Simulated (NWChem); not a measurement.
System: BHSF$_{2}$; SMILES FB(F)S

All runs: NWChem. Pople sets run with spherical d functions. Level PBE/6-31G*: optimisations from one semi-empirical or force-field start; each run changes one setting, and all end within 0.3 mHa of each other. One conformer.

Question: Which setting needs the most optimisation steps, or fails (redundant internal coordinates, default thresholds; trust radius 0.05; Cartesian coordinates; no line search)?

Answer: Cartesian coordinates, with 7 against 4 for the defaults.
| setting | optimisation steps |
|---|---|
| redundant internal coordinates, default thresholds | 4 |
| Cartesian coordinates | 7 |
| no line search | 5 |
| trust radius 0.05 | 4 |
